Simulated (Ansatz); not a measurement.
Geometry optimisation, RKS PBE-D4/def2-SVP (Ansatz 0.2.0).

Input file:

```yaml
crystal:
  periodic: [false, false, false]
  atoms:
    - { symbol: C, position_ang: [-0.55979, -0.80411, 2.20821] }
    - { symbol: C, position_ang: [0.00736, -0.18493, 1.34095] }
    - { symbol: C, position_ang: [0.52817, 0.44025, 0.18959] }
    - { symbol: O, position_ang: [1.43256, 1.25471, 0.13231] }
    - { symbol: Ga, position_ang: [-0.05394, 0.20034, -1.78867] }
    - { symbol: H, position_ang: [-1.0258, -1.31722, 2.99837] }
    - { symbol: H, position_ang: [0.86258, 1.16312, -2.64405] }
    - { symbol: H, position_ang: [-1.19115, -0.75217, -2.43671] }
basis:
  gaussian: { orbitals: def2-SVP }
hamiltonian:
  xc: pbe
  dispersion: d4
relax:
  f_tol: 0.015
  max_steps: 40
```

Command:

```bash
$ ansatz run input.yaml --threads 2 --pin off --max-ram 3072MiB --backend cpu --events-out ev --progress --plain --runs-dir out
```

Problem. Where does it end, and by what steps?

Solution. It converged. After 34 steps the energy has fallen by 0.320 eV; H8 moved furthest, 1.49 Å.

```json
{"step": "0", "energy less start (eV)": "0.0000", "largest force component (eV/Å)": "1.753", "accepted": "yes"}
{"step": "2", "energy less start (eV)": "-0.1989", "largest force component (eV/Å)": "0.724", "accepted": "yes"}
{"step": "4", "energy less start (eV)": "-0.2104", "largest force component (eV/Å)": "0.660", "accepted": "yes"}
{"step": "6", "energy less start (eV)": "-0.2175", "largest force component (eV/Å)": "0.181", "accepted": "yes"}
{"step": "8", "energy less start (eV)": "-0.2188", "largest force component (eV/Å)": "0.085", "accepted": "yes"}
{"step": "10", "energy less start (eV)": "-0.2189", "largest force component (eV/Å)": "0.148", "accepted": "no"}
{"step": "12", "energy less start (eV)": "-0.2204", "largest force component (eV/Å)": "0.039", "accepted": "yes"}
{"step": "14", "energy less start (eV)": "-0.2234", "largest force component (eV/Å)": "0.264", "accepted": "yes"}
{"step": "16", "energy less start (eV)": "-0.2416", "largest force component (eV/Å)": "0.109", "accepted": "yes"}
{"step": "18", "energy less start (eV)": "-0.2453", "largest force component (eV/Å)": "0.627", "accepted": "no"}
{"step": "20", "energy less start (eV)": "-0.2623", "largest force component (eV/Å)": "0.132", "accepted": "yes"}
{"step": "22", "energy less start (eV)": "-0.2664", "largest force component (eV/Å)": "0.989", "accepted": "no"}
{"step": "24", "energy less start (eV)": "-0.2891", "largest force component (eV/Å)": "0.139", "accepted": "yes"}
{"step": "26", "energy less start (eV)": "-0.3016", "largest force component (eV/Å)": "0.310", "accepted": "yes"}
{"step": "28", "energy less start (eV)": "-0.3121", "largest force component (eV/Å)": "0.099", "accepted": "yes"}
{"step": "30", "energy less start (eV)": "-0.3182", "largest force component (eV/Å)": "0.134", "accepted": "yes"}
{"step": "32", "energy less start (eV)": "-0.3202", "largest force component (eV/Å)": "0.042", "accepted": "yes"}
{"step": "34", "energy less start (eV)": "-0.3203", "largest force component (eV/Å)": "0.012", "accepted": "yes"}
```

```xyz
8
Properties=species:S:1:pos:R:3
C -0.750 -0.515 2.305
C -0.069 -0.210 1.329
C 0.576 0.124 0.089
O 1.773 0.431 -0.028
Ga -0.045 0.252 -1.811
H -1.329 -0.781 3.179
H -0.408 1.693 -2.334
H 0.252 -0.993 -2.729
```

Run time: 64 s on 2 threads of Arm Neoverse V1, with other jobs on the host, peak memory 0.14 GiB.
